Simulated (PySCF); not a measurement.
Cartesian coordinates in Å; atom numbers follow the order of the lines, from 1:
```xyz
17

C     3.257   -0.261   -0.606
C     1.777   -0.241   -0.437
N     1.262    0.297    0.647
N    -0.054    0.228    0.631
C    -0.815    0.714    1.638
C    -2.170    0.623    1.581
C    -2.787    0.017    0.466
C    -2.015   -0.472   -0.548
C    -0.616   -0.373   -0.482
P     0.623   -0.895   -1.600
H     3.727    0.208    0.254
H     3.542    0.273   -1.512
H     3.613   -1.287   -0.698
H    -0.269    1.162    2.453
H    -2.768    1.013    2.389
H    -3.863   -0.053    0.425
H    -2.450   -0.941   -1.417
```

Method: coordinates at the GFN2-xTB level, GIAO PBE0/pcSseg-1 shieldings, in PySCF (rapidly exchanging positions averaged, single conformer, no solvent, relativity neglected).

δ = σ(ref) − σ, references computed at the same level: TMS for 13C.

Do the 13C shifts follow the atomic charges (in e)? Tabulate both.

## Answers


| atoms | hybridisation | δ (ppm) | σ para (ppm) | Hirshfeld | IAO | Mulliken | ESP-fitted |
| --- | --- | --- | --- | --- | --- | --- | --- |
| C2 | sp2 | 188.6 | -268 | -0.01 | -0.08 | -0.31 | +0.39 |
| C9 | sp2 | 174.9 | -247 | -0.02 | -0.15 | +0.03 | -0.07 |
| C5 | sp2 | 137.5 | -199 | +0.02 | -0.04 | +0.30 | -0.29 |
| C8 | sp2 | 133.1 | -201 | -0.05 | -0.15 | -0.13 | -0.15 |
| C7 | sp2 | 127.2 | -193 | -0.05 | -0.15 | -0.01 | -0.25 |
| C6 | sp2 | 119.3 | -191 | -0.06 | -0.18 | -0.22 | -0.07 |
| C1 | sp3 | 21.6 | -81 | -0.12 | -0.43 | -0.15 | -0.40 |

Correlation coefficients of δ with charge over these carbons: Hirshfeld +0.85, IAO +0.88, Mulliken +0.04, ESP-fitted +0.73; with the paramagnetic shielding -1.00. Among the 6 sp2 carbons alone: Hirshfeld +0.51, IAO +0.40, Mulliken -0.24, ESP-fitted +0.75. With so few points, grouped by hybridisation, these coefficients are fragile. Charge is one influence among several: hybridisation and low-lying excitations act through the paramagnetic term.

Shifts are as computed. Against solution values, carbons near 30 ppm lie about +3 ppm off and those near 130 ppm about +5 ppm. Of 1211 compounds with measured shifts, 218 miss one by over three times the rms of a fit or turn the order of signals round; such compounds aren't used in these exercises.
